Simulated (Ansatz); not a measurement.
Consider the cleavage of the Si–Sb bond: `[F][Sb]([F])[SiH3]` + `B[SiH](O)[SiH3]` → `B[SiH]([SiH3])O[SiH3]` + `[F][SbH][F]`.

Calculated with Ansatz (gas phase, PBE0-D4/def2-TZVP geometries, no zero-point term in ΔE). CCSD(T)/CBS is the MP2 limit (def2-TZVPP, def2-QZVPP) plus CCSD(T) − MP2 in def2-TZVPP, frozen cores. Elements past krypton have def2 core potentials. For Sb outer-core shells are correlated without core-valence functions, which leaves a few kJ/mol of doubt a bond. One conformer a species, not always the lowest.

| level | ΔE (kJ/mol) |
| --- | --- |
| MP2/CBS(def2) | -85.3 |
| CCSD/CBS(def2) | -86.3 |

(1) What does CCSD(T)/CBS give? (Estimate.)

Largest T1 diagnostic among the species: 0.015.

## Answers

(1) The calculation gave: -82.7 kJ/mol. The listed levels differ from it by -2.6, -3.6 kJ/mol.

From PBE to PBE0 (25 % exact exchange), in def2-TZVPP and without D4, ΔE moves by −10.6 kJ/mol. In def2-TZVPP, CCSD(T) changes the Hartree–Fock value by +20.6 kJ/mol (the triples alone add +3.5 kJ/mol) and MP2 by +18.0 kJ/mol.
